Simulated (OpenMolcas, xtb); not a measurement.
A ladder of methods for CH3OSb (SMILES [CH2]1[O][SbH]1)

CH3OSb has 6 atoms, charge 0, and is taken as a singlet. SMILES: `[CH2]1[O][SbH]1`. Geometry: a GFN2-xTB relaxation, a rough one for these elements and not checked as a minimum.

Quantity: the dipole moment, in D. The values are calculated.

```
                                   level             kind     program  value (D)   CPU time
                                GFN2-xTB   semi-empirical         xtb       2.78  under 2 s
                                GFN0-xTB   semi-empirical         xtb       4.96  under 2 s
                                GFN1-xTB   semi-empirical         xtb       4.11  under 2 s
                               HF/STO-3G     Hartree–Fock  OpenMolcas       1.30      2.9 s
                                HF/3-21G     Hartree–Fock  OpenMolcas       2.51      3.5 s
            HF/def2-SVP (core potential)     Hartree–Fock  OpenMolcas       2.50      5.3 s
    HF/ANO-RCC-VDZP (DKH2, RICD fitting)     Hartree–Fock  OpenMolcas       2.56       11 s
        SVWN5/def2-TZVP (core potential)              LDA  OpenMolcas       1.84       62 s
r2SCANh/ANO-RCC-VDZ (DKH2, RICD fitting)  hybrid meta-GGA  OpenMolcas       2.63       16 s
          PBE0/def2-SVP (core potential)    global hybrid  OpenMolcas       2.04       23 s
```

All-electron rows without a relativistic Hamiltonian named are non-relativistic, while core potentials hold scalar relativity, so basis and relativity change together. The values span 1.30 to 4.96 D. Sets without polarisation functions give poor dipoles. Times are those of the runs behind each value, whatever else they computed, on shared processors of several kinds: orders of magnitude only.
